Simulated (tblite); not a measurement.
Br2Si, charge +1, doublet, geometry from GFN2-xTB (a state made from the parent by changing its charge; the spin is typed, not shown lowest); GFN1-xTB with ALPB(water) in tblite.

Input for tblite:
```
$ tblite run mol.xyz --method gfn1 --charge 1 --spin 1 --alpb water --json tblite.json --no-restart

# file mol.xyz
3

Si    -0.01521577    -0.00237586     0.77983544
Br     1.07276535    -1.63797801    -0.14008693
Br    -1.06667904     1.63892835    -0.17184725
```

It wrote (shortened):

```
xTB calculator
 | screened Coulomb repulsion
 | Coulomb electrostatics
 |  * isotropic Klopman-Ohno-Mataga-Nishimoto electrostatics
 |  * onsite third-order electrostatics
 | DFT-D3(BJ) dispersion correction
 | Interactions (3)
 | [1] alpb/gbsa reaction field model
 | [2] cds contribution to solvation
 | [3] empirical free energy shift and standard state/solvent correction

halogen bonding energy    0.0000000000000E+00 Eh
repulsion energy          4.9068122062574E-02 Eh
dispersion energy        -1.2732836904467E-03 Eh
interaction energy       -2.8003364615738E-03 Eh
number of electrons       1.7000000000000E+01 e
integral cutoff           2.8146159136829E+01 bohr

------------------------------------------------------------
  cycle        total energy    energy error   density error
------------------------------------------------------------
      1     -8.964746153316  -9.0097407E+00   5.6974654E-01
      2     -8.883179355468   8.1566798E-02   4.7200019E-01
      3     -9.109539683107  -2.2636033E-01   2.9008193E-01
      4     -9.232763418460  -1.2322374E-01   3.0773687E-02
      5     -9.233737723551  -9.7430509E-04   1.8666293E-02
      6     -9.234313635033  -5.7591148E-04   1.3876895E-03
      7     -9.234313713286  -7.8253059E-08   7.0820658E-04
      8     -9.234314365123  -6.5183690E-07   3.3975906E-04
      9     -9.234314553415  -1.8829185E-07   6.3228555E-06
------------------------------------------------------------

electronic energy        -9.2793090553255E+00 Eh
total energy             -9.2343145534149E+00 Eh

Post processing:
 | Mayer-Wiberg bond orders

[Info] JSON dump of results written to 'tblite.json'
```
